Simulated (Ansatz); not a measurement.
Basis-set extrapolation for `FC(F)(F)C1=CC(C(F)(F)F)=[O+][Al-]([F])([F])[O]1` (PBE0-D4/def2-TZVP geometry, frozen core, Ansatz). Multiplicity 1, RHF reference.

|  | def2-TZVPP | def2-QZVPP |
| --- | --- | --- |
| HF | -1377.853097 | -1377.911073 |
| MP2 correlation | -3.265853 | -3.552836 |
| CCSD(T) correlation | -3.390858 | not run |

Energies in hartree. Use E(X) = E(∞) + A·exp(−7.88·√X) for Hartree–Fock and E(X) = E(∞) + B·X^(−2.97) for correlation, with X = 3 and 4, and add CCSD(T) minus MP2 of the smaller set to the MP2 limit.

Question: What is the CCSD(T) energy at the basis-set limit?

Answer: HF limit: -1377.911073 + (-0.057976) × 0.13774 = -1377.91906. MP2 limit: -3.552836 + (-0.286983) × 0.74074 = -3.76542. Higher-order term: -3.390858 − (-3.265853) = -0.12501. Total: -1381.80949 hartree, 354.9 kcal/mol below CCSD(T)/def2-TZVPP.
